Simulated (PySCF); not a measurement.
TeHF, SMILES F[TeH]. Atoms are numbered in the order given.

```xyz
3

Te     0.0334     0.2760     0.0000
H     -1.6253     0.4100     0.0000
F     -0.0126    -1.6404     0.0000
```

The structure is a stationary point at r2SCAN-D4/def2-TZVP. The def2 effective core potentials stand for the cores of Te; spin–orbit coupling is left out.

The numbers are results of r2SCAN-D4/def2-TZVP run with PySCF, not measurements.

Frequencies are harmonic and unscaled.

Question: List the normal modes with their intensities. (The exact figures need the calculation; the answer reports its results.)

Answer: 
```csv
mode,ν (cm⁻¹),IR (km/mol),Raman (Å⁴/amu),depolarisation,moving atoms (share of kinetic energy)
1,611,63.3,8.6,0.44,"F 85 %, Te 13 %"
2,705,3.5,18.7,0.73,H 94 %
3,2118,48.0,179.3,0.30,H 99 %
```
